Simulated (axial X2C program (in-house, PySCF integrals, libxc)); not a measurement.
PbCl: cheaper levels and CCSD(T), 2c

Calculated with an axial X2C code built on PySCF integrals. Two-component (2c) means X2C with spin–orbit coupling and atomic mean-field two-electron Coulomb and Gaunt terms. Basis: Pb dyall-cv3z [12s14p10d7f1g], Cl dyall-av3z [9s8p3d2f] (cores contracted in-house); Gaussian nuclei, density fitting, unrestricted open shells. Masses: Pb 207.977 u, Cl 34.969 u.

State: Ω = 1/2 (⟨Sz⟩ = -0.45, ⟨Lz⟩ = 0.95 at HF); fragments Pb + Cl.

```json
{"level": "PBE0", "Re (Å)": "2.485", "ωe (cm⁻¹)": "297.6", "De (eV)": "3.12"}
{"level": "HF", "Re (Å)": "2.514", "ωe (cm⁻¹)": "286.5", "De (eV)": "2.15"}
{"level": "MP2", "Re (Å)": "2.504", "ωe (cm⁻¹)": "296.8", "De (eV)": "3.14"}
{"level": "CCSD", "Re (Å)": "2.508", "ωe (cm⁻¹)": "293.8", "De (eV)": "2.75"}
{"level": "TPSSh", "Re (Å)": "2.497", "ωe (cm⁻¹)": "293.3", "De (eV)": "3.23"}
```

Correlated methods: 11 electrons correlated (number of frozen shells: Pb 5 s, 4 p, 3 d, 1 f; Cl 2 s, 1 p), 261 virtual spin orbitals or spinors in MP2, 90 natural virtuals in coupled cluster.

CCSD(T), same Hamiltonian and basis:

Re = 2.511 Å, ωe = 293.3 cm⁻¹, De = 2.85 eV; T1 = 0.012 (Lee–Taylor normalisation).

(1) Give the differences from CCSD(T) in the columns below.

One determinant describes the state; a PBE0 search over occupations chose it and may have missed a lower one. Dissociation energies refer to the lowest single-determinant-based atoms at the same level and basis. Density functionals use the spin component along the axis (collinear). Coupled cluster ran in a truncated set of natural virtual spinors; the MP2 energy of the rest was added. (T) has no such correction and the atoms are truncated less, which lowers De at CCSD(T) by a hundredth of an eV or more. In 2c an atomic determinant is not the ground J level, so De misses part of the atomic spin–orbit lowering. This holds for PBE0, TPSSh. Without a current term, density functionals place determinants with orbital angular momentum somewhat too high. With the outer-core shells frozen, correlated bond lengths of heavy atoms tend to come out a few hundredths of an ångström too long.

Answers

(1) 

```
level  ΔRe (Å)  Δωe (cm⁻¹)  ΔDe (eV)
 PBE0   -0.026         4.3      0.27
   HF    0.003        -6.8     -0.70
  MP2   -0.007         3.5      0.29
 CCSD   -0.003         0.5     -0.10
TPSSh   -0.014         0.0      0.38
```
